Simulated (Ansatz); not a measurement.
C₃H₈Cl₃NTi, SMILES `CC[N](C)[Ti]([Cl])([Cl])[Cl]`, relaxed with RKS PBE-D4/def2-SVP in Ansatz from a rough embedded geometry. The force threshold is 0.03 eV/Å; the program also tests the step.

Total charge 0; spin multiplicity 1.

Start:

```xyz
16

C     1.004   -0.232   -2.007
C     0.280    0.451   -0.853
N    -0.191   -0.530    0.151
C     0.837   -0.662    1.182
Ti   -1.769    0.386    1.107
Cl   -2.400   -0.900    2.983
Cl   -1.168    2.554    1.837
Cl   -3.598    0.568   -0.340
H     1.227    0.452   -2.752
H     0.273   -1.034   -2.410
H     1.887   -0.794   -1.636
H    -0.606    1.012   -1.232
H     0.932    1.173   -0.431
H     0.467   -1.522    1.916
H     1.791   -1.128    0.713
H     1.035    0.205    1.770
```

```csv
step,energy (eV),largest force (eV/Å),largest move (Å)
1,-65374.8441,4.847,0.000
2,-65376.1886,1.404,0.195
3,-65376.4002,0.672,0.186
4,-65376.4608,0.226,0.130
5,-65376.4986,0.297,0.191
6,-65376.5166,0.306,0.155
7,-65376.5361,0.301,0.183
8,-65376.5624,0.116,0.200
9,-65376.5775,0.127,0.151
10,-65376.5802,0.192,0.168
11,-65376.5864,0.078,0.058
12 (rejected),-65376.5858,0.182,0.040
13,-65376.5874,0.010,0.019
14,-65376.5877,0.021,0.038
15,-65376.5879,0.019,0.030
```

End:

```xyz
16

C     0.661   -0.189   -1.851
C     0.414    0.718   -0.646
N    -0.007   -0.001    0.560
C     0.989   -0.806    1.237
Ti   -1.770    0.346    0.964
Cl   -2.287   -0.863    2.727
Cl   -1.929    2.519    1.360
Cl   -2.964   -0.192   -0.825
H     0.951    0.418   -2.732
H    -0.260   -0.750   -2.104
H     1.476   -0.915   -1.662
H    -0.375    1.464   -0.898
H     1.319    1.323   -0.398
H     0.553   -1.266    2.143
H     1.369   -1.623    0.583
H     1.861   -0.182    1.541
```

It took 17 s on 4 threads of an AMD EPYC 7R13 on a shared host and a share of an NVIDIA H100 80 GB, with 0.86 GiB of host memory at the peak.
